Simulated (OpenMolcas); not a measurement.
# Ni⁷⁺: effect of correlating more closed shells

* Program: OpenMolcas 26.06
* Basis: ANO-RCC-VTZP [6s5p3d2f1g]
* Scalar Hamiltonian: DKH2, point nucleus
* Active space: 3 electrons in 5 orbitals (3d)
* State averaging: 2S+1 = 4 even, 10 roots; 2S+1 = 2 even, 40 roots
* Spin-orbit coupling: RASSI with atomic mean-field integrals over the reference wave functions, term energies averaged over their components

Methods on the same reference wave functions:
A. CASSCF
B. MS-CASPT2, IPEA 0.25 Eh, imaginary shift 0.1 Eh (closed shells correlated: none)
C. MS-CASPT2, IPEA 0.25 Eh, imaginary shift 0.1 Eh (closed shells correlated: 3s 3p)
D. MS-CASPT2, IPEA 0.25 Eh, imaginary shift 0.1 Eh (closed shells correlated: 2s 2p 3s 3p)

Energies in eV above 3d3 4F 3/2, the measured ground level; measured values from Corliss and Sugar, J. Phys. Chem. Ref. Data 10, 197 (1981).

```csv
Level,A,B,C,D,Measured
3d3 4F 3/2,0.0000,0.0000,0.0000,0.0000,0.0000
3d3 4F 5/2,0.1212,0.1220,0.1226,0.1226,0.1255
3d3 4F 7/2,0.2823,0.283,0.284,0.284,0.2708
3d3 4F 9/2,0.4762,0.477,0.477,0.477,0.4613
3d3 4P 1/2,3.4990,3.296,3.009,2.991,2.8840
3d3 4P 3/2,3.5309,3.323,3.038,3.021,2.9397
3d3 2G 7/2,3.6309,3.492,3.288,3.287,
3d3 4P 5/2,3.6929,3.492,3.202,3.184,3.0586
3d3 2G 9/2,3.7773,3.641,3.441,3.440,
3d3 2P 3/2 [51 %],4.7583,4.405,4.162,4.146,
3d3 2P 1/2,4.7722,4.413,4.234,4.221,
3d3 2H 9/2,4.8066,4.708,4.584,4.591,
3d3 2H 11/2,4.9057,4.809,4.688,4.695,
3d3 2D 3/2(1) [54 %],5.3214,4.962,4.686,4.670,
3d3 2D 5/2(1),5.3365,4.986,4.638,4.620,
3d3 2F 7/2,8.1324,7.773,7.333,7.317,
3d3 2F 5/2,8.1983,7.838,7.398,7.382,
3d3 2D 5/2(2),12.6580,11.891,11.470,11.439,
3d3 2D 3/2(2),12.7367,11.977,11.546,11.515,
```

Deviations, from unrounded energies. A percentage is the sum of absolute deviations over the sum of measured energies, with the sign that they share, or ± where signs differ.

| Against measurement | Levels | A | B | C | D |
| --- | --- | --- | --- | --- | --- |
| mean absolute deviation (cm-1) | 6 | 2500 | 1700 | 540 | 460 |
| fine structure of the ground term (%) | 3 | ±3.6 | ±3.7 | ±3.7 | ±3.8 |
| other terms of the ground configuration (%) | 3 | +20.7 | +13.8 | +4.1 | +3.5 |

D lies closest to measurement on these levels and A furthest from it. The largest miss of D in the table is 3d3 4P 5/2, by +1000 cm-1. The ranking rests on the paired levels alone, and a cruder setting can come out closer through cancelling errors.

Among B to D the level of the table that moves most is 3d3 2D 3/2(2), by 3700 cm-1 (lowest in D, highest in B). Moves below CASPT2's spread within the term are not significant.

The two smallest mean deviations differ by little beside CASPT2's spread within terms, so their order carries little weight.

From A to B the spin-free energies of the other terms of 3d3 shown, above 4F, scale by factors of 0.92 to 0.98.

The lowest spin-free term lies below A's lowest term by 0.018 hartree in B, 0.320 hartree in C, 0.365 hartree in D.

What an inner shell adds also hangs on whether the basis holds functions to correlate it.

CASPT2 does not keep the components of a term degenerate, so their means are used; among the terms shown or strongly mixed into the levels shown the widest spread is 750 cm-1 (3d3 4F, D). Without dynamic correlation excited terms often stand tens of per cent too high (terms of higher spin than the ground term too low), and those without a measured partner can miss by more than the paired ones (holds for A). Computed and measured levels are paired by configuration, term and J; levels that our copy of the source lacks, or whose pairing is in doubt (as where it misses far off the trend of its configuration), stay unpaired and out of the deviations. Levels of configurations outside the active space are missing.

A share in square brackets marks a mixed level and gives the weight of the term that names it, the lowest over the columns. A number in round brackets counts repeated terms of one configuration in the order of the reference energies.
